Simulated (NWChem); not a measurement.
System: C3H9OSi, doublet; SMILES C[Si](C)(C)[O]

Results from NWChem. Spin-unrestricted. The radical's symmetric form is orbitally degenerate, so geometry and low modes hang on which distorted state is reached. Structure relaxed at the PBE0/def2-SVP, spin-unrestricted level. No stability test was run on the SCF state. Level: B3LYP/def2-SVP with SMD (1 M gas to 1 M solution), gas-phase geometry. Reactions with the solvent are ignored.

Q: Among these, which solvent gives the lowest value of “dipole in solution (D)”?
A. chlorobenzene
B. dimethyl sulfoxide
C. acetone
D. 2-propanol

A: A, chlorobenzene. Values: chlorobenzene 2.78; dimethyl sulfoxide 2.91; acetone 2.91; 2-propanol 3.17
